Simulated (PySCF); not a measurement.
Compound: C5H10OS.
Structure used (GFN2-xTB), in Å, numbered top down from 1:
```xyz
17
C5H10OS angstrom
C      2.2805    1.0011   -0.0854
O      0.9369    0.7311    0.2194
C      0.7096   -0.6101    0.5836
C     -0.7944   -0.8270    0.8022
C     -1.5192   -0.7687   -0.5062
C     -1.9177    0.5751   -0.9896
S     -1.7900   -2.1199   -1.3668
H      2.6222    0.4020   -0.9384
H      2.9325    0.7957    0.7723
H      2.3352    2.0580   -0.3379
H      1.0729   -1.2884   -0.2039
H      1.2504   -0.8441    1.5139
H     -0.9307   -1.8065    1.2612
H     -1.1540   -0.0468    1.4749
H     -2.3073    0.5303   -2.0032
H     -1.0527    1.2378   -0.9414
H     -2.6812    0.9925   -0.3317
```

Method used: PySCF 2.14.0, density-fitted response routines, TDDFT B3LYP/def2-SVPD, vertical, gas phase, core orbitals frozen in the response.

Frontier orbitals with the atoms that hold most of them (Löwdin shares over 4%, at most four atoms; ? is withheld):

```csv
orbital,ε (eV),atoms
LUMO+2,0.72,"S7 17%, C1 12%, C6 9%, H17 8%"
LUMO+1,0.29,"C1 20%, S7 11%, C3 10%, H12 6%"
LUMO,?,?
HOMO,-6.00,?
HOMO-1,-7.53,"O2 44%, S7 14%, C3 9%, C5 7%"
HOMO-2,-7.88,"S7 37%, C5 21%, O2 18%, C4 4%"
HOMO-3,-9.24,"O2 44%, C1 10%, C3 10%, C4 5%"
```

Give the leading atoms of the HOMO.

S7 (bonded to C) 76%; C5 (bonded to 2 C and S) 11%; C4 (bonded to 2 C and 2 H) 4%; C6 (bonded to C and 3 H) 4%. By element: sulfur 76%, carbon 20% or more.

Give the leading atoms of the LUMO.

S7 (bonded to C) 40%; C5 (bonded to 2 C and S) 39%; C6 (bonded to C and 3 H) 5%; C4 (bonded to 2 C and 2 H) 4%. By element: carbon 49% or more, sulfur 40%.

What is the LUMO energy, and the HOMO–LUMO gap?

ε(LUMO) = -2.07 eV; the gap is 3.92 eV (0.1442 hartree).

The HOMO–LUMO gap is 3.92 eV. Where does the response calculation put the lowest singlet, and from which orbitals?

S1 is at 2.54 eV (f = 0.0000), 1.38 eV below the gap, made of HOMO→LUMO (100%). 

One configuration dominates each of S1, S2, S3 and S4. Which, and how do the shares of the two leading atoms of either orbital change from the occupied to the empty one?

- S1 (2.54 eV, f 0.0000), HOMO→LUMO (100%): S7 76% → 40%, C5 11% → 39%; low, almost dark, from the terminal sulfur into the C=S bond, the pattern of n→π*
- S2 (4.69 eV, f 0.0065), HOMO-1→LUMO (86%): O2 44% → at most 5%, S7 14% → 40%, C5 7% → 39%
- S3 (5.57 eV, f 0.045), HOMO→LUMO+1 (89%): S7 76% → 11%, C5 11% → at most 7%, C1 at most 5% → 20%
- S4 (5.62 eV, f 0.237), HOMO-2→LUMO (76%): S7 37% → 40%, C5 21% → 39%

Löwdin shares depend on the basis, the more so with diffuse functions.

One conformer stands for the species.
